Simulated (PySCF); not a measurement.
## Al(2+): excitation energy

Al(2+) [Ne] 3s1 (2S) → Al(2+) [Ne] 3d1 (2D), as a difference of total energies. All numbers are calculated (PySCF 2.14, the spin-free X2C one-electron Hamiltonian (Gaussian nucleus), in aug-cc-pCVTZ-DK). Correlated levels: nothing frozen. The calculations carry no spin-orbit coupling.

| method | excitation energy (eV) |
| --- | --- |
| UHF | 14.248 |
| MP2 (all electrons) | 14.446 |
| SCS-MP2 (all electrons) | 14.404 |
| CCSD (all electrons) | 14.444 |
| CCSD(T) (all electrons) | 14.449 |

Problem. How much does correlation contribute at CCSD(T) (all electrons)?

Solution. 14.449 − (14.248) = 0.201 eV, measured against UHF.

The promoted electron is Rydberg-like, and one or two diffuse shells describe it only roughly, which tends to raise the upper state.
